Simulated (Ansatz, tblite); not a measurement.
Cost and result up the ladder for the cluster B13⁺ (the lowest singlet isomer of a short search) (13 atoms). Total charge 1; singlet. Geometry: r2SCAN-D4/def2-SVP.

```
atom   x (Å)   y (Å)   z (Å)
  B1  -0.694  -0.555   1.639
  B2  -1.596   1.036  -0.687
  B3  -1.785  -0.043   0.566
  B4  -1.350  -0.630  -0.956
  B5   0.377  -1.710   0.965
  B6   1.683   0.670   0.473
  B7   0.940  -0.219   1.595
  B8  -1.110  -1.570   0.334
  B9  -0.127   0.427  -1.474
 B10   1.022   1.573  -0.759
 B11  -0.452   2.079  -0.925
 B12   1.654  -1.002   0.259
 B13   1.438  -0.057  -1.031
```

Ansatz on 4 threads of Arm Neoverse V2 on a shared host; xTB runs through tblite on one thread. Times are rough, summed over both states, and most runs start from the orbitals of an earlier one. PBE0-D4/def2-TZVP serves as the yardstick here, not as an exact answer. The other state is a triplet at its own geometry.

The xTB rows come from tblite. The structure comes from a short search, and lower isomers may exist.

Run but left out: HF/STO-3G (triplet: ⟨S²⟩ 2.47, where a pure state has 2.00).

xTB has no spin-polarisation term.

```tsv
level	functions	wall time
GFN1-xTB	52	0.015 s
GFN2-xTB	52	0.019 s
revPBE-D4/def2-TZVP	403	26 s
PBE-D4/def2-TZVP	403	27 s
BLYP-D4/def2-TZVP (with forces)	403	28 s
r2SCAN-D4/def2-TZVP	403	54 s
PBE0-D4/def2-TZVP	403	59 s
```

(1) Estimate what each level gives for the triplet − singlet (eV).

## Answers

(1) 
| level | triplet − singlet (eV) | difference from PBE0-D4/def2-TZVP (eV) |
| --- | --- | --- |
| GFN1-xTB | 1.60 | 0.52 |
| GFN2-xTB | 1.47 | 0.39 |
| revPBE-D4/def2-TZVP | 1.00 | -0.08 |
| PBE-D4/def2-TZVP | 1.01 | -0.08 |
| BLYP-D4/def2-TZVP (with forces) | 1.09 | 0.00 |
| r2SCAN-D4/def2-TZVP | 0.94 | -0.15 |
| PBE0-D4/def2-TZVP | 1.09 | 0.00 |
